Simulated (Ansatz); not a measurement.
`[OH][Y]([OH])[Cl]`. The species carries charge 0 and has multiplicity 1. Y: def2 effective core potential. All single points use the PBE0-D4/def2-TZVP geometry. It is one conformer, not always the lowest.

```xyz
6

O    -0.424   -0.524    1.694
Y     0.382   -0.183   -0.109
O    -0.579    1.005   -1.406
Cl    2.558   -1.227   -0.733
H    -0.856   -0.649    2.533
H    -1.082    1.578   -1.978
```

(1) What is the dipole moment at PBE/def2-TZVPP? (Estimate.)

(2) And with r2SCAN, B3LYP, ωB97M-V? (Best estimate.)

(3) Give the Mulliken charges with PBE, ωB97M-V, B3LYP in def2-TZVPP. (Best estimate.)

Answers

(1) Ansatz gave: 3.50 D, with components (-3.05, 1.46, 0.88) D in this frame, pointing from negative to positive charge.

(2) Computed: r2SCAN 3.55 D, B3LYP 3.50 D, ωB97M-V 3.52 D.

(3) Computed: 
```json
{"atom": "O1", "PBE": "-0.53", "ωB97M-V": "-0.55", "B3LYP": "-0.58"}
{"atom": "Y2", "PBE": "1.08", "ωB97M-V": "1.12", "B3LYP": "1.20"}
{"atom": "O3", "PBE": "-0.53", "ωB97M-V": "-0.55", "B3LYP": "-0.58"}
{"atom": "Cl4", "PBE": "-0.38", "ωB97M-V": "-0.35", "B3LYP": "-0.40"}
{"atom": "H5", "PBE": "0.18", "ωB97M-V": "0.16", "B3LYP": "0.18"}
{"atom": "H6", "PBE": "0.18", "ωB97M-V": "0.16", "B3LYP": "0.18"}
```

B3LYP here is the variant with VWN-RPA as its local correlation; programs differ in this.
